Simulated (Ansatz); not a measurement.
CrO3, relaxed as a singlet with RKS PBE0-D4/def2-TZVP in Ansatz, starting from the GFN2-xTB geometry. Force threshold 0.02 eV/Å.

The restricted singlet is unstable towards broken spin symmetry in Hartree–Fock (as tested in another run); at PBE0-D4/def2-TZVP this wasn't settled.

Start:

Cartesian coordinates in Å:
```
Cr -0.246 0.078 -0.218
O 0.956 1.016 -0.540
O 0.104 -1.422 -0.453
O -0.814 0.328 1.211
```

**Question.** Estimate the energy that the relaxation releases and the steps that it takes.

**Answer.** 0.9 kcal/mol, in 4 steps; 8 s on 2 threads of Arm Neoverse V2 on a shared host. No frequencies were taken in this run, so the end may be a saddle point.

**Question.** Does the start keep its bonding and symmetry?

**Answer.** By distances, no bond broke or formed. The bond that changes most is Cr1–O3, from 1.56 to 1.56 Å (atoms count from 1). Point group C3v at the start, C3v at the end, both within 0.05 Å.

**Question.** Predict the relaxed structure.

**Answer.** 
```xyz
4

Cr   -0.188    0.060   -0.167
O     0.956    1.045   -0.571
O     0.085   -1.447   -0.482
O    -0.853    0.342    1.219
```
Bond lengths: 3 × Cr–O 1.56 Å.
